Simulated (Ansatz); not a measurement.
Consider the formal exchange of groups at the Si–Si bond: `N[SiH2][SiH2]S` + ethane → `CC[SiH2]S` + `N[SiH3]`.

Isolated molecules relaxed with PBE0-D4/def2-TZVP in Ansatz; ΔE leaves out vibrations. CCSD(T)/CBS is the MP2 limit (def2-TZVPP, def2-QZVPP) plus CCSD(T) − MP2 in def2-TZVPP, frozen cores. This one scheme is used for every species. DFT in def2-TZVPP. Each species was taken in one conformer, which may not be the lowest.

`N[SiH2][SiH2]S`:

Cartesian coordinates in Å:
```
N 1.330 1.405 -0.019
Si -0.364 1.198 -0.227
Si -0.726 -1.112 -0.325
S 0.219 -1.871 1.453
H 1.743 2.323 -0.011
H 1.831 0.773 0.584
H -1.231 1.769 0.851
H -0.786 1.852 -1.496
H -0.084 -1.723 -1.520
H -2.174 -1.457 -0.353
H 0.242 -3.157 1.064
```

`CC`:

Cartesian coordinates in Å:
```
C -0.731 0.024 -0.203
C 0.731 -0.024 0.203
H -1.173 -0.975 -0.224
H -1.319 0.627 0.493
H -0.855 0.458 -1.198
H 1.173 0.975 0.224
H 1.319 -0.628 -0.493
H 0.855 -0.458 1.198
```

`CC[SiH2]S`:

Cartesian coordinates in Å:
```
C -0.202 -1.318 1.106
C 0.583 -0.308 0.273
Si -0.517 0.966 -0.546
S 0.581 2.417 -1.678
H -0.753 -0.827 1.913
H -0.929 -1.862 0.498
H 0.460 -2.057 1.565
H 1.316 0.224 0.889
H 1.156 -0.818 -0.509
H -1.513 0.279 -1.413
H -1.239 1.776 0.469
H 1.057 1.527 -2.566
```

`N[SiH3]`:

```xyz
7

N    -0.979    0.269   -0.326
Si    0.631   -0.166    0.093
H    -1.315    1.196   -0.118
H    -1.719   -0.407   -0.228
H     1.537    0.901   -0.406
H     0.904   -0.334    1.552
H     0.941   -1.461   -0.567
```

Task: Is it downhill or uphill in electronic energy at CCSD(T)/CBS, and by how much? (Best estimate.)

Result: Ansatz gave: Nearly level: ΔE = +2.4 kJ/mol.

Task: What do these levels give: revPBE-D4, BLYP-D4, B2PLYP, PBE-QIDH, r2SCAN0, HF/def2-SVP, MP2/def2-SVP, CCSD(T)/def2-SVP, HF/def2-QZVPP, SCS-MP2/def2-QZVPP, HF/CBS(def2), CCSD/CBS(def2)? (Estimate.)

Result: Ansatz gave: revPBE-D4 14.6, BLYP-D4 9.3, B2PLYP 1.4, PBE-QIDH 4.0, r2SCAN0 5.7, HF/def2-SVP 0.4, MP2/def2-SVP -0.9, CCSD(T)/def2-SVP 4.0, HF/def2-QZVPP -4.3, SCS-MP2/def2-QZVPP -4.2, HF/CBS(def2) -4.4, CCSD/CBS(def2) 1.7 kJ/mol.

Task: What do rigid-rotor, harmonic-oscillator terms from PBE0-D4/def2-TZVP frequencies (298.15 K, 1 bar) make of the CCSD(T)/CBS value? (Estimate.)

Result: The calculation gave: ΔZPE = -5.8 kJ/mol, ΔH = -4.4 kJ/mol, ΔS = 10 J/(mol·K), ΔG = -7.3 kJ/mol.

Largest T1 diagnostic among the species: 0.011.

Leaving LDA and LC-ωPBE aside and taking each functional with its dispersion term where it has one, the values, not all of them listed here, spread over 17.4 kJ/mol, from ωB97M-V to PBE-D4. LDA lies −3.5 kJ/mol from PBE without D4. From PBE to PBE0 (25 % exact exchange), in def2-TZVPP and without D4, ΔE moves by −3.1 kJ/mol.
